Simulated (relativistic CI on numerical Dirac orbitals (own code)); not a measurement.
**Electric-dipole lines of La XLII**

Computed by Dirac-Coulomb-Breit CI, separate exchange-only KLI orbitals for each configuration, model QED, unscaled Slater integrals (own radial code, finite nucleus).

CI space (outside the closed core [Ne]): 3s²3p⁴, 3s3p⁵, 3s²3p³3d, 3p⁶, 3s3p⁴3d, 3p⁵3d, 3s3p³3d², 3s²3p²3d4p, 3p⁵4s, 3s3p³3d4s, 3p⁵4p, 3s²3p³4s, 3s²3p²3d², 3s²3p3d³, 3s3p²3d³, 3s²3p3d²4s, 3p⁴3d², 3p³3d³, 3p³3d²4s, 3s²3p²3d4s, 3s3p²3d²4s, 3s²3p3d4s². Double excitations out of closed p, d and f shells are left out; levels of such configurations are missing from the list, as are those of other unlisted configurations, and high levels can miss mixing partners.

```
λ vac (nm)               Lower                Upper   A (s⁻¹)        gf  Branching (%)
    4.0454   3s²3p³3d ³F°2 [5]   3s²3p²3d² ³D1 [96]  8.45e+11  6.22e-01           65.4
    4.0619  3s²3p³3d ³D°3 [12]  3s²3p²3d² ³F4 [137]  3.46e+11  7.70e-01           41.6
    4.0912  3s²3p³3d ³F°4 [10]  3s²3p²3d² ⁵P3 [120]  1.04e+12  1.83e+00           96.9
    4.0933  3s²3p³3d ³D°3 [12]  3s²3p²3d² ³D2 [135]  6.60e+11  8.29e-01           57.7
    4.1016   3s²3p³3d ³F°3 [8]   3s²3p²3d² ⁵D3 [98]  9.67e+11  1.71e+00           85.8
    4.1024  3s²3p³3d ⁵D°4 [23]  3s²3p²3d² ³D3 [198]  8.11e+11  1.43e+00           79.5
    4.1093   3s²3p³3d ³F°3 [8]   3s²3p²3d² ⁵D2 [97]  8.22e+11  1.04e+00           78.3
    4.1341  3s²3p³3d ³F°4 [10]  3s²3p²3d² ³F4 [116]  3.64e+11  8.40e-01           79.3
    4.1354   3s²3p³3d ³F°2 [5]   3s²3p²3d² ³P2 [93]  4.95e+11  6.34e-01           64.8
    4.1493   3s²3p³3d ³P°2 [9]  3s²3p²3d² ³F2 [113]  4.64e+11  5.99e-01           76.5
    4.1547      3s²3p⁴ ³P2 [1]   3s²3p³3d ³S°1 [30]  9.29e+11  7.21e-01           99.8
    4.1803  3s²3p³3d ³D°3 [12]  3s²3p²3d² ¹F3 [128]  6.37e+11  1.17e+00           72.3
    4.1851      3s²3p⁴ ³P2 [1]   3s²3p³3d ³P°2 [29]  8.88e+11  1.17e+00           98.9
    4.2057      3s²3p⁴ ¹S0 [2]   3s²3p³3d ¹P°1 [32]  7.76e+11  6.17e-01           79.8
    4.2095  3s²3p³3d ³F°4 [10]  3s²3p²3d² ⁵D4 [108]  6.08e+11  1.45e+00           89.3
    4.2116      3s²3p⁴ ³P1 [3]   3s²3p³3d ³P°1 [51]  5.55e+11  4.43e-01           59.5
    4.2145      3s²3p⁴ ³P2 [1]   3s²3p³3d ³D°3 [27]  7.35e+11  1.37e+00           99.8
    4.2934      3s²3p⁴ ¹D2 [4]   3s²3p³3d ¹F°3 [52]  6.45e+11  1.25e+00          100.0
    4.3560  3s²3p³3d ³F°4 [10]  3s²3p²3d² ⁵F5 [101]  2.92e+11  9.14e-01           90.6
    4.5589   3s²3p³3d ³F°3 [8]   3s²3p²3d² ³H4 [81]  1.99e+11  5.57e-01           94.4
    5.1011      3s²3p⁴ ¹D2 [4]      3s3p⁵ ¹P°1 [40]  5.91e+11  6.92e-01           97.9
    5.4003      3s²3p⁴ ³P1 [3]   3s²3p³3d ¹D°2 [37]  2.63e+11  5.75e-01           54.6
    5.4616     3s²3p⁴ ³P0 [11]   3s²3p³3d ¹P°1 [72]  5.04e+11  6.76e-01           97.4
    5.4837      3s²3p⁴ ³P2 [1]      3s3p⁵ ³P°2 [14]  1.59e+11  3.59e-01           93.0
    5.4855  3s²3p³3d ³G°5 [28]    3s3p⁴3d ³G5 [140]  2.62e+11  1.30e+00           89.6
    5.5394   3s²3p³3d ³F°3 [8]     3s3p⁴3d ³F4 [55]  1.37e+11  5.68e-01           87.7
    5.5831      3s²3p⁴ ¹D2 [4]   3s²3p³3d ¹D°2 [37]  2.14e+11  5.01e-01           44.5
    5.7245  3s²3p³3d ³G°4 [20]  3s²3p²3d² ³H5 [111]  2.21e+11  1.20e+00           90.5
    5.7562      3s²3p⁴ ¹D2 [4]   3s²3p³3d ¹F°3 [36]  2.02e+11  7.02e-01           89.1
    5.8678      3s²3p⁴ ³P2 [1]   3s²3p³3d ³D°3 [12]  1.48e+11  5.37e-01          100.0
```

Terms are leading LS components. Brackets give the number of a level in order of energy, since labels repeat. The list gives strong lines, with weight on those to low levels, without lines whose two gauges differ by over a factor of 2.5, among the lowest 200 of 2790 levels, so that lines to higher ones, which can be the strongest, are missing. Levels whose partners in the same complex of configurations lie outside the list can be far off, and so can their lines. Rates are taken at the computed energies, electric ones in the length gauge.

At this charge energies of transitions that change n are usually good to better than 1 %, and those within a shell (Δn = 0) to a few per cent.

LS names give the leading component of a level, which can be under half, so a name can repeat, a term be missing and a line seem to break the LS rules.
